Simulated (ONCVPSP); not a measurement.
**Cl (Z = 17): one change to an ONCV potential, before and after**

chlorine, optimised norm-conserving Vanderbilt (ONCV), made with ONCVPSP 4.0.1 (PBEsol, scalar-relativistic). Core [Ne], reference 3s2 3p5. Waves: 3s: rc 1.30 bohr, ncon 4, nbas 7, qcut 4.7 1/bohr, 2 projectors, debl 1.4 Ha; 3p: rc 1.20 bohr, ncon 4, nbas 8, qcut 6.6 1/bohr, 3 projectors, debl 1.2 Ha; d scattering state at 0.47 Ha: rc 1.40 bohr, ncon 4, nbas 8, qcut 5.8 1/bohr, 2 projectors, debl 3.2 Ha. Local part: polynomial inside 0.95 bohr (lpopt 3, dvloc0 0 Ha). Core correction: Teter function, fcfact 4.5, rcfact 1.05.

All-electron outer shells of the reference configuration (PBEsol, scalar-relativistic, ld1.x):

| shell | level (eV) | outermost node (bohr) | outermost maximum (bohr) |
| --- | --- | --- | --- |
| 2s | -252.19 | 0.12 | 0.36 |
| 2p | -191.42 | – | 0.30 |
| 3s | -20.62 | 0.56 | 1.27 |
| 3p | -8.56 | 0.53 | 1.43 |

Change: s: qcut 6.9.

Cutoffs: the cutoffs (Ha) at which the residual kinetic energy of the hardest occupied pseudo-wave falls to 1 and 0.1 mHa per electron; they do not see the model core or the augmentation charge, which bear on the density cutoff. Errors are all-electron minus pseudo energies relative to the spin-unpolarised reference configuration.

Task: What does the change do?

Result: The potential gets softer (44 Ha and 66 Ha → 17 Ha and 21 Ha); both files keep a bound ghost (p); of the 4 tests that both files solve, the error grows in 0 and shrinks in 2 by more than 15 % and 0.3 meV (median size 5.8 → 4.7 meV).

| quantity | base | changed |
| --- | --- | --- |
| cutoff, loose | 44 Ha | 17 Ha |
| cutoff, tight | 66 Ha | 21 Ha |
| loose cutoff by channel | s 44 Ha, p 10 Ha | s 17 Ha, p 10 Ha |
| bound ghosts | p | p |
| GHOST(+) flags under 300 eV | s at 196.1 eV | s at 183.1 eV |
| error for 3s2 3p4, meV [ΔE 13.84 eV] | +0.5 | +0.2 |
| error for 3s2 3p3, meV [ΔE 39.23 eV] | +11 | +9.1 |
| error for 3s2 3p2, meV [ΔE 77.49 eV] | +53 | +45 |
| error for 3s2 3p4.5, meV [ΔE 5.56 eV] | -0.2 | -0.3 |
| s: phases at 1.32 bohr within 0.05 rad from the reference energy up to (Ha; the scan ends near 5) | to the end of the scan | to the end of the scan |
| p: phases at 1.22 bohr within 0.05 rad from the reference energy up to (Ha; the scan ends near 5) | to the end of the scan | to the end of the scan |
| d: phases at 1.42 bohr within 0.05 rad from the reference energy up to (Ha; the scan ends near 5) | to the end of the scan | to the end of the scan |
| rms error of d²Exc/dni dnj with the model core, mHa | 1.13 | 1.34 |

Changed file: The cutoffs count occupied waves only; projector 1 of the d channel, the hardest unoccupied one, needs 94 Ha at the loose tolerance. A true bound ghost makes a file unfit for plane-wave use even where its test errors are small: the radial tests pick states by their node count and pass the ghost by.
